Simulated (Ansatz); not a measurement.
Gas-phase electronic energies from Ansatz, PBE0-D4/def2-TZVP geometries. CCSD(T)/CBS adds triple-zeta CCSD(T) − MP2 to the extrapolated MP2 energy (def2 sets, frozen cores). This one scheme is used for every species. Functionals use def2-TZVPP.

`F[Si]1(F)NCO1` + H₂ → `F[SiH]1NCO1` + H–F  (hydrogenolysis of the Si–F bond)

| level | ΔE (kcal/mol) |
| --- | --- |
| r2SCAN | 34.2 |
| MP2/def2-QZVPP | 32.6 |
| SCS-MP2/def2-QZVPP | 32.3 |
| CCSD/CBS(def2) | 31.6 |

Problem. What does CCSD(T)/CBS give? (Best estimate.)

Solution. The calculation gave: +31.8 kcal/mol. The listed levels differ from it by 2.4, 0.8, 0.5, -0.2 kcal/mol.

Largest T1 diagnostic among the species: 0.012.
